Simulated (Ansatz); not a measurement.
Two members of one family (Series VX3), computed with Ansatz in the gas phase. The two geometries come from different levels. HOMO and LUMO are taken over both spins. Singlets are spin-restricted. Names give formal oxidation states. The structures are stationary points that may keep the symmetry of their start. Remarks come from the PBE and PBE0 runs and from stability tests at other levels; not every state was tested.

First: VCl3 (triplet, charge 0, r2SCAN-D4/def2-SVP geometry).

```xyz
4

V     0.016    0.022    0.048
Cl    0.635    0.895    1.915
Cl   -0.032    1.116   -1.816
Cl   -0.619   -2.033   -0.147
```

| level | HOMO (eV) | LUMO (eV) | gap (eV) |
| --- | --- | --- | --- |
| PBE-D4/def2-SVP | -5.43 | -5.07 | 0.36 |
| PBE-D4/def2-TZVPD | -5.69 | -5.32 | 0.37 |
| revPBE-D4/def2-TZVP | -5.60 | -5.19 | 0.42 |
| r2SCAN-D4/def2-TZVP | -6.32 | -5.11 | 1.20 |
| ωB97M-V/def2-TZVP | -10.51 | -1.83 | 8.68 |

Metal–donor distances: 3 × Cl 2.15 to 2.16 Å. Remarks: restricted SCF unstable (singlet).

Second: V(NH2)3 (triplet, charge 0, PBE-D4/def2-SVP geometry).

```xyz
10

V     0.077    0.353   -0.088
N    -1.431    0.148    0.967
H    -1.839   -0.720    1.338
H    -2.000    0.945    1.284
N     1.688    0.153    0.819
H     1.801    0.401    1.810
H     2.489   -0.425    0.537
N    -0.164   -0.117   -1.871
H    -1.067   -0.023   -2.353
H     0.446   -0.715   -2.441
```

**Question.** Estimate the same table for the second.

**Answer.** 
| level | HOMO (eV) | LUMO (eV) | gap (eV) |
| --- | --- | --- | --- |
| PBE-D4/def2-SVP | -3.05 | -1.59 | 1.45 |
| PBE-D4/def2-TZVPD | -3.62 | -2.23 | 1.39 |
| revPBE-D4/def2-TZVP | -3.46 | -2.00 | 1.46 |
| r2SCAN-D4/def2-TZVP | -3.98 | -1.91 | 2.07 |
| ωB97M-V/def2-TZVP | -8.16 | 0.39 | 8.55 |

Metal–donor distances: 3 × N 1.85 to 1.86 Å. Remarks: restricted SCF unstable (singlet).
